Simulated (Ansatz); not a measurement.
Calculation: frozen-core CCSD(T)/cc-pVTZ // B3LYP-D3(BJ)/def2-TZVP (Ansatz, a quantum-chemistry and plane-wave program). The geometry is that of the parent before the electron was removed.

Ansatz 0.2 input:
```yaml
crystal:
  periodic: [false, false, false]
  atoms:
    - { symbol: B, position_ang: [1.517264, -0.1151, 0.195371] }
    - { symbol: N, position_ang: [0.293095, 0.582949, 0.216185] }
    - { symbol: C, position_ang: [-0.984072, 0.116533, -0.114418] }
    - { symbol: N, position_ang: [-1.207943, -1.065682, -0.496679] }
    - { symbol: H, position_ang: [1.549531, -1.251712, -0.133017] }
    - { symbol: H, position_ang: [2.486904, 0.495482, 0.520608] }
    - { symbol: H, position_ang: [0.294523, 1.550777, 0.500462] }
    - { symbol: H, position_ang: [-1.752445, 0.888113, -0.00296] }
    - { symbol: H, position_ang: [-2.196856, -1.20136, -0.685552] }
basis:
  gaussian: { orbitals: cc-pVTZ }
correlation:
  method: ccsd_t
total_charge: 1
magnetization:
  spin_polarized: true
  initial_magnetization: 1
```

Output:

```
Functional definition: HF
1093 factors; integrals over basis functions are off by at most 1.1e-3 eV
mean field evaluation 1: about -4727.6445 eV, gradient 4.0e1 eV
mean field evaluation 2: about -4727.6487 eV, gradient 4.1e1 eV
mean field evaluation 4: about -4735.2031 eV, gradient 6.1e0 eV
mean field evaluation 8: about -4735.3929 eV, gradient 4.7e0 eV
mean field evaluation 16: about -4737.8906 eV, gradient 8.1e-4 eV
mean field evaluation 32: about -4735.2652 eV, gradient 3.0e-1 eV
mean field evaluation 64: about -4737.5577 eV, gradient 2.9e0 eV
mean field evaluation 96: about -4737.8883 eV, gradient 3.7e-1 eV
mean field evaluation 128: about -4735.2852 eV, gradient 8.9e-2 eV
mean field evaluation 160: about -4738.1084 eV, gradient 5.5e-1 eV
mean field evaluation 192: about -4733.5827 eV, gradient 4.8e0 eV
mean field evaluation 224: about -4731.3036 eV, gradient 3.0e1 eV
mean field evaluation 256: about -4733.8120 eV, gradient 1.1e1 eV
mean field evaluation 288: about -4728.6356 eV, gradient 3.5e-3 eV
mean field evaluation 320: about -4727.5507 eV, gradient 1.2e0 eV
mean field evaluation 352: about -4731.7291 eV, gradient 2.0e0 eV
mean field evaluation 384: about -4730.5108 eV, gradient 6.6e0 eV
mean field evaluation 416: about -4736.3699 eV, gradient 1.1e1 eV
mean field evaluation 448: about -4731.7798 eV, gradient 6.5e-1 eV
mean field evaluation 480: about -4732.6966 eV, gradient 7.7e-1 eV
mean field -4738.12536553 eV, -174.1228955664 hartree, gradient 7.8e-6 eV, S^2 0.920453; 10 other end points of the search recorded, 0 dependent functions left out
determinant -4738.12536553 eV, -174.1228955664 hartree, with singles and doubles -4756.00847295 eV, -174.7800876425 hartree
determinant -4737.89056747 eV, -174.1142668970 hartree, with singles and doubles -4755.83673455 eV, -174.7737763727 hartree
determinant -4735.28965000 eV, -174.0186849430 hartree, with singles and doubles -4753.96436734 eV, -174.7049681471 hartree
determinant -4735.26721996 eV, -174.0178606540 hartree, with singles and doubles -4754.06827321 eV, -174.7087866171 hartree
determinant -4738.12536553 eV, -174.1228955664 hartree, with singles and doubles -4755.80209272 eV, -174.7725033090 hartree
determinant -4737.89056747 eV, -174.1142668970 hartree, with singles and doubles -4755.63524188 eV, -174.7663716536 hartree
4 core orbitals not correlated
reference -4738.12536553 eV, -174.1228955664 hartree; 11, 10 occupied and 175, 176 virtual orbitals, 1093 factors
second order -16.36332101 eV of doubles, -0.00000000 eV of singles
cycle   1  -17.67672827 eV  change   -1.1e-6 eV  update   8.3e-6
perturbative correction -0.72099792 eV, -0.0264961847 hartree
Total energy: -4756.52309171 eV, -174.7989995332 hartree
```

Cost: very roughly 25 core-minutes.
